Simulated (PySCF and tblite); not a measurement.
Results of a calculation; reference values are marked as such.
C14H10F2O2S, numbered as in [CH3:1][c:2]1[cH:3][cH:4][c:5](-[c:6]2[s:7][c:8](-[c:9]3[cH:10][cH:11][c:12]([CH3:13])[o:14]3)[c:15]([F:16])[c:17]2[F:18])[o:19]1.

Level: PBE0-D3(BJ)/def2-SVP//GFN2-xTB, thermal terms from GFN2-xTB, symmetry numbers and mirror pairs counted. Conformers within 3 kcal/mol (GFN2-xTB free energy) were kept, 6 at most. GIAO shieldings: B97-2/6-31G*. Shifts are against CFCl3 (¹⁹F) at the same level. Codes: tblite and PySCF.

Torsions listed: O19–C5–C6–S7, S7–C8–C9–O14.

```csv
conformer,shape,symmetry,E(GFN2) kcal/mol,E(DFT) kcal/mol
1,"0°, 0°",C2v,0.00,0.00
2,"180°, 0°",Cs,0.88,1.93
3,"180°, 180°",C2v,1.76,3.90
```

(1) How much do the weights at 298.15 K and the averaged shift of F16/F18 depend on how the conformers are weighted?

Unscaled ¹⁹F shifts at such levels can be off by tens of ppm; differences between conformers or isomers are more reliable.

Answers

(1) 
| weighting | 1 (%) | 2 (%) | 3 (%) | δ (ppm) | rms dipole (D) |
| --- | --- | --- | --- | --- | --- |
| DFT energy with thermal terms, symmetry and mirror images (full scheme) | 91 | 8 | 0 | -140.0 | 2.39 |
| DFT energy with symmetry and mirror images | 93 | 7 | 0 | -140.1 | 2.39 |
| bare DFT energy | 96 | 4 | 0 | -140.1 | 2.39 |
| GFN2-xTB energy with symmetry and mirror images | 66 | 30 | 3 | -139.5 | 2.35 |
| GFN2-xTB free energy | 62 | 34 | 5 | -139.4 | 2.35 |
| leading conformer alone | 100 | 0 | 0 | -140.2 | 2.40 |
| equal weights | 33 | 33 | 33 | -138.4 | 2.28 |
| full scheme, search stopped after three starts | 0 | 100 | 0 | -138.4 | 2.28 |

The largest departure from the full scheme, 1.7 ppm, comes with: full scheme, search stopped after three starts.


Conformer gaps in def2-SVP on xTB geometries can be 2 kcal/mol too large for S=O, P=O and other polar bonds.